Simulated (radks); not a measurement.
Question: Tl0.1+, configuration [Xe] 4f14 5d9.9 6s2 6p1 (fractional occupations, a model configuration). Calculated with a radial shooting solver on a logarithmic mesh with Libxc functionals: Dirac Kohn-Sham, PBE, spin-unpolarised, spherical densities, finite nucleus; open shells are shared between the two j in proportion to 2j + 1; Fermi nuclear charge, rms radius 5.4759 fm. Some entries of the table are withheld. Estimate them.

orbital,occ.,eigenvalue (eV),<r^2> (bohr^2)
1s1/2,2,-85433.87,0.0003691
2s1/2,2,-15200.56,0.005550
2p1/2,2,-14596.58,0.003911
2p3/2,4,-12531.17,0.005095
3s1/2,2,-3628.760,0.03599
3p1/2,2,-3355.130,(1)
3p3/2,4,-2895.963,(2)
3d3/2,4,-2442.479,0.02987
3d5/2,6,-2344.409,0.03159
4s1/2,2,-810.7290,0.1732
4p1/2,2,-692.5947,0.1760
4p3/2,4,-580.9672,0.2077
4d3/2,4,-387.7065,0.2170
4d5/2,6,-366.8773,0.2281
5s1/2,2,-131.6984,0.8644
4f5/2,6,-117.4316,0.2594
4f7/2,8,-112.8325,0.2667
5p1/2,2,-92.0248,1.001
5p3/2,4,-71.7987,1.212
5d3/2,3.96,-17.8701,2.153
5d5/2,5.94,-15.6608,2.343
6s1/2,2,-10.3454,(3)
6p1/2,0.333333,-3.8418,12.97
6p3/2,0.666667,-2.7297,17.94

Answer: 
(1) 3p1/2 <r^2> (bohr^2): 0.03273
(2) 3p3/2 <r^2> (bohr^2): 0.03909
(3) 6s1/2 <r^2> (bohr^2): 6.911
